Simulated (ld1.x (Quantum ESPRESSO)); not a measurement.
**Tc, TM semilocal: configuration errors across variants**

technetium (Tc), norm-conserving Troullier–Martins (semilocal form), made with ld1.x (Quantum ESPRESSO) 7.5 (PBE, scalar-relativistic). Core [Kr], reference 4d5 5s1 5p1. Waves: 5p (bound): rc 3.85 bohr; 4d (bound): rc 2.30 bohr; 5s (bound): rc 2.20 bohr. Local part: the s channel. Core correction: none.

All-electron excitation energies from the reference (eV): (1) 4d5 5s2 5p0 -3.754; (2) 4d5 5s1 5p0 4.399; (3) 4d5 5s0 5p0 19.250; (4) 4d4 5s2 5p0 7.888; (5) 4d3 5s0 5p0 89.991; (6) 4d5 5s0 5p2 3.957; (7) 4d5 5s1.5 5p0 -0.472.

In the semilocal form every listed channel keeps its own potential, so the choice of the local channel does not act on these tests. It acts once the file is put into the separable form.

A semilocal file is local in each channel, so a ghost entry of none says nothing of the separable form that plane-wave codes build from it.

Tests that are not counted but printed errors over 1 eV. “wave 5s (bound): rc 2.20 bohr becomes 5s (bound): rc 1.46 bohr”: 4d4 5s2 5p0 (pseudo-atom not self-consistent, printed error -1.2 eV).

2 further variants failed, have other tests or too few solved ones, and are left out.

A true bound ghost makes a file unfit for plane-wave use even where its test errors are small: the radial tests pick states by their node count and pass the ghost by.

The file “wave 5s (bound): rc 2.20 bohr becomes 5s (bound): rc 1.46 bohr” misses its own reference levels by 0.9 eV.

Errors AE − PS in meV (a dash: test not solved or not reliable):

```tsv
change	(1)	(2)	(3)	(4)	(5)	(6)	(7)	bound ghosts
base	+6.0	+1.4	+63	-1.6	+102	+6.6	+0.9	none
core correction a·sin(br)/r model core inside 1.94 bohr	+1.0	-4.0	-22	-33	-506	-0.1	-0.9	none
wave 5s (bound): rc 2.20 bohr becomes 5s (bound): rc 1.46 bohr	–	–	-126	–	-2481	-9.8	–	none
form changed from semilocal to separable (Kleinman–Bylander), still TM; local potential the d channel	+5.7	+1.3	+63	-23	+102	+5.1	+0.9	s, p
wave 4d (bound): rc 2.30 bohr becomes 4d (bound): rc 2.42 bohr	+5.9	+1.5	+62	+3.8	+110	+6.5	+0.9	none
```

Give the same row for: wave 5p (bound): rc 3.85 bohr becomes 5p (bound): rc 5.48 bohr.

+15, -7.3, +30, -33, -51, +18, +1.9; bound ghosts: none.
